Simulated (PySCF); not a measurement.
# Two probes of the same atoms: core binding energy and nuclear shielding

C3H7FSi.
Numbering: `[CH3:1]/[C:2]([SiH3:3])=[CH:4]/[F:5]`

Geometry (GFN2-xTB, Å), atoms numbered from 1 in this order:
```
atom  x, y, z in Å
C1    -1.2541   -0.8843    0.0436
C2    -0.2114    0.1864   -0.0280
Si3    1.6210   -0.2827    0.1026
C4    -0.5720    1.4472   -0.1905
F5     0.3413    2.4406   -0.2603
H6    -1.0969   -1.6106   -0.7521
H7    -1.1775   -1.4137    0.9919
H8    -2.2581   -0.4741   -0.0499
H9     1.6750   -1.6773    0.5493
H10    2.2329   -0.1550   -1.2209
H11    2.2804    0.5894    1.0716
H12   -1.5795    1.8334   -0.2833
```

Binding energies: PySCF, delta-SCF UKS SCAN, pcX-2 on the ionised atom, pcseg-1 elsewhere, spin-free X2C. Shieldings: GIAO PBE0/pcSseg-1, non-relativistic, same geometry.

| atom | isotropic shielding (ppm) |
| --- | --- |
| C1 | 168.1 |
| C2 | 73.8 |
| C4 | 22.4 |

Task: What are the C 1s binding energies of these atoms?

Result: 
| atom | environment | C 1s (eV) | isotropic shielding (ppm) |
| --- | --- | --- | --- |
| C2 | fully substituted alkene carbon | 290.17 | 73.8 |
| C1 | allylic carbon | 291.01 | 168.1 |
| C4 | vinylic C–F carbon | 292.41 | 22.4 |

Task: Among the listed atoms, is the one with the highest binding energy also the least shielded?

Result: Yes: C4 has both (292.41 eV, 22.4 ppm).

By binding energy: C2 < C1 < C4. By shielding: C4 < C2 < C1.

Isolated species at its GFN2-xTB geometry, gas phase. GFN2-xTB frequencies show an imaginary mode (38i cm⁻¹), so this geometry is no minimum at that level.
